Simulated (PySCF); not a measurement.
C6H9Si2 (doublet state).
Bonds: Si1–C2, C2–C3 (aromatic), C3–C4 (aromatic), C4–C5 (aromatic), C5–Si6, C5–C7 (aromatic), C7–C8 (aromatic), C2–C8 (aromatic). Hydrogens: H9, H10 on Si1; H11 on C3; H12 on C4; H13, H14, H15 on Si6; H16 on C7; H17 on C8.

Identity: `[SiH2]c1ccc([SiH3])cc1` [radical].

Computed, not measured: PySCF 2.14.0, UKS B3LYP, pcH-1 on C H Si, non-relativistic, mean-field spin-orbit, GIAO. Isolated species at its GFN2-xTB geometry, gas phase. The geometry wasn't refined by DFT: couplings that depend on bond lengths, twists or pyramidal angles can differ widely from those at the functional's own minimum, by a factor of two or more for some ions and for spin on atoms past the first row. No stability test was run, so a lower SCF solution isn't excluded.

(1) Break the g tensor into its mass correction, gauge correction and orbital-Zeeman/spin–orbit terms.

(2) At 9.372 GHz, how far is the centre of the isotropic spectrum from where a free electron (g = 2.002319) resonates?

(3) Average each term over the three axes. Which is largest in size?

(4) What are the electron Larmor frequencies g μB B/h along the three axes at 340 mT?

(5) In a frozen sample, at which fields do the three g values resonate at 9.5, 34, 94 and 263 GHz (hyperfine left aside), and which band first spreads them over more than twice a line width of 1.0 mT?

## Answers

(1) 
```json
{"Δg (ppm)": "relativistic mass correction", "1": "-124", "2": "-124", "3": "-124"}
{"Δg (ppm)": "gauge correction", "1": "0", "2": "30", "3": "31"}
{"Δg (ppm)": "orbital Zeeman/spin–orbit", "1": "-11", "2": "1567", "3": "2659"}
{"Δg (ppm)": "total", "1": "-135", "2": "1472", "3": "2566"}
```

So g = 2.00218, 2.00379, 2.00489 and g_iso = 2.00362; the tensor is rhombic: the two nearest values differ by 41 % of g3 − g1. Axes: g3 points within 1° of the Si1–C2 bond.

(2) B = hν/(g μB) with μB/h = 13.99624 MHz/mT gives 334.42 mT for the free electron and 334.20 mT at g_iso, 0.22 mT lower.

(3) The orbital-Zeeman/spin–orbit term 1405, the mass correction -124 and the gauge correction 20 ppm, for a total of 1301 ppm. The orbital-Zeeman/spin–orbit term is the largest in size. The mass correction is the same along every axis, so the anisotropy comes from the other two: their spans along these axes are 31 (gauge) and 2670 ppm (orbital Zeeman/spin–orbit).

(4) 9.5278, 9.5355, 9.5407 GHz for g1, g2 and g3, a range of 12.9 MHz.

(5) 
| band | GHz | B(g3) mT | B(g2) mT | B(g1) mT | spread mT |
| --- | --- | --- | --- | --- | --- |
| X | 9.5 | 338.55 | 338.73 | 339.01 | 0.46 |
| Q | 34.0 | 1211.65 | 1212.31 | 1213.29 | 1.63 |
| W | 94.0 | 3349.86 | 3351.69 | 3354.38 | 4.52 |
| J | 263.0 | 9372.48 | 9377.60 | 9385.13 | 12.65 |

The spread grows in proportion to the frequency. W band is the first where it exceeds 2.0 mT.

Largest spin populations (Mulliken): Si1 (+0.97), C5 (+0.14), C8 (+0.12) and C3 (+0.12). The positive populations add up to 1.36 and the negative ones to -0.36, together 2S = 1. The angles at Si1 add up to 360.0°, so it is planar; its axial dipolar tensor and the negative couplings of its protons fit spin in a p orbital normal to that plane.

The HOMO–LUMO gaps are 3.97 eV among the α and 4.80 eV among the β orbitals.
